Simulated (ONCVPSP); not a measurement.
# What one change does to a pseudopotential (Te, ONCV)

```
Element                 : tellurium (Te)
Generator               : ONCVPSP 4.0.1
Type                    : optimised norm-conserving Vanderbilt (ONCV)
Functional              : PBE
Relativity              : scalar-relativistic
Frozen core             : [Ar] 3d10
Valence charge          : 24
Reference configuration : 4s2 4p6 4d10 5s2 5p4
Partial waves           : 4s+5s: rc 1.10 bohr, ncon 4, nbas 8, qcut 8.6 1/bohr, 2 projectors; 4p+5p: rc 1.25 bohr, ncon 4, nbas 7, qcut 9.5 1/bohr, 2 projectors; 4d: rc 1.30 bohr, ncon 4, nbas 9, qcut 14.5 1/bohr, 2 projectors, debl 1.7 Ha; f scattering state at 0.08 Ha: rc 1.20 bohr, ncon 4, nbas 7, qcut 9.2 1/bohr, 2 projectors, debl 1.3 Ha
Local potential         : polynomial inside 0.70 bohr (lpopt 1, dvloc0 6 Ha)
Core correction         : Teter function, fcfact 4.75, rcfact 1.35
```

Change: p: rc 1.54.

Cutoffs: the cutoffs (Ha) at which the residual kinetic energy of the hardest occupied pseudo-wave falls to 1 and 0.1 mHa per electron; they do not see the model core or the augmentation charge, which bear on the density cutoff. Errors are all-electron minus pseudo energies relative to the spin-unpolarised reference configuration.

**Question.** How do hardness, ghosts and transferability respond?

**Answer.** The potential gets neither clearly harder nor softer (56 Ha and 137 Ha → 56 Ha and 137 Ha); of the 4 tests that both files solve, the error grows in 3 and shrinks in 0 by more than 15 % and 0.3 meV (median size 9.3 → 10.7 meV); neither file shows a bound ghost. More of the atom is replaced by a form fitted at one configuration, so other configurations suffer.

| quantity | base | changed |
| --- | --- | --- |
| cutoff, loose | 56 Ha | 56 Ha |
| cutoff, tight | 137 Ha | 137 Ha |
| loose cutoff by channel | s 40 Ha, p 26 Ha, d 56 Ha | s 40 Ha, p 29 Ha, d 56 Ha |
| bound ghosts | none | none |
| GHOST(+) flags under 300 eV | s at 250.7 eV | s at 250.7 eV |
| error for 4s2 4p6 4d10 5s2 5p3, meV [ΔE 9.73 eV] | -1.9 | -2.3 |
| error for 4s2 4p6 4d10 5s2 5p2, meV [ΔE 27.65 eV] | -5.9 | -6.9 |
| error for 4s2 4p6 4d10 5s2 5p1, meV [ΔE 54.55 eV] | -13 | -15 |
| error for 4s2 4p6 4d10 5s2 5p0, meV [ΔE 91.04 eV] | -23 | -26 |
| s: phases at 1.12 bohr within 0.05 rad from the reference energy up to (Ha; the scan ends near 5) | to the end of the scan | to the end of the scan |
| d: phases at 1.32 bohr within 0.05 rad from the reference energy up to (Ha; the scan ends near 5) | to the end of the scan | to the end of the scan |
| f: phases at 1.22 bohr within 0.05 rad from the reference energy up to (Ha; the scan ends near 5) | to the end of the scan | to the end of the scan |
| rms error of d²Exc/dni dnj with the model core, mHa | 1.06 | 1.04 |
